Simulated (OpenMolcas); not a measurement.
Os5+ among 4 point charges of -2 e arranged as a tetrahedron (Td).

```yaml
Program: OpenMolcas
Method: CASSCF
Basis: ANO-RCC-VTZP [8s7p5d3f2g1h]
Scalar_Hamiltonian: DKH2, point nucleus
Active_space: 3 electrons in 5 orbitals (5d)
State_averaging: 2S+1 = 4 even, 10 roots; 2S+1 = 2 even, 40 roots
Spin-orbit_coupling: RASSI with atomic mean-field integrals over the reference wave functions
```

All point charges move together. At R = 1.82 Å |10Dq| is 5162 cm-1, and at R = 1.99 Å it is 3554 cm-1.

A third run gives 7539 cm-1. What distance was it run at?

With a power law R^-n the two known points give n = -ln(3554 / 5162) / ln(1.99 / 1.82) = 4.18. Then R = 1.82 × (5162 / 7539)^(1/4.18) = 1.662 Å. The run was at 1.65 Å, so the estimate is off by +0.012 Å.

Without dynamic correlation the repulsion within the d shell is too large (B by tens of per cent), so at a given field states of lower spin stand too high. Point charges give a weaker field than real ligands, and real ions of this kind are as a rule low spin; the high spin found here belongs to the model. Spin-orbit coupling mixes the spin-free states strongly: the lowest level takes only 65 % from its leading state, 4T1 (figures for R = 1.65; the like holds for R = 1.82, R = 1.99). This is an electrostatic model: the charges have no orbitals. No measured value stands beside these numbers.
